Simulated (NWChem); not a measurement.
System: Si₂H₅F; SMILES [SiH3][SiH2]F

```xyz
8

Si    -0.2067    -1.5201     0.0000
Si     0.5593     0.7034     0.0000
F     -0.7360     1.7199     0.0000
H      0.9877    -2.4389     0.0000
H     -1.0341    -1.7947    -1.2259
H     -1.0341    -1.7947     1.2259
H      1.3840     0.9919     1.2251
H      1.3840     0.9919    -1.2251
```
Atoms are numbered in this order, from 1.

Results from NWChem. Pople sets run with spherical d functions. Geometry: optimised at PBE-D3(BJ)/def2-SVP. Ions are spin-unrestricted doublets at the neutral geometry; other ion states weren't tried. Functional: LC-ωPBE (HJS hole) with 6-31G*; rows give the range parameter ω in 1/bohr.

| range parameter (1/bohr) | vertical ionisation energy, ΔSCF (eV) | −ε(HOMO) (eV) | ΔSCF minus −ε(HOMO) (eV) |
|---|---|---|---|
| 0.05 | 10.23 | 7.82 | 2.41 |
| 0.10 | ___ | ___ | ___ |
| 0.30 | 10.59 | 10.41 | 0.18 |
| 0.35 | 10.68 | 10.71 | -0.03 |
| 0.80 | 11.12 | 11.89 | -0.77 |

Q: What belongs in the gaps?

A: 
- 0.10, vertical ionisation energy, ΔSCF (eV): 10.26
- 0.10, −ε(HOMO) (eV): 8.52
- 0.10, ΔSCF minus −ε(HOMO) (eV): 1.74
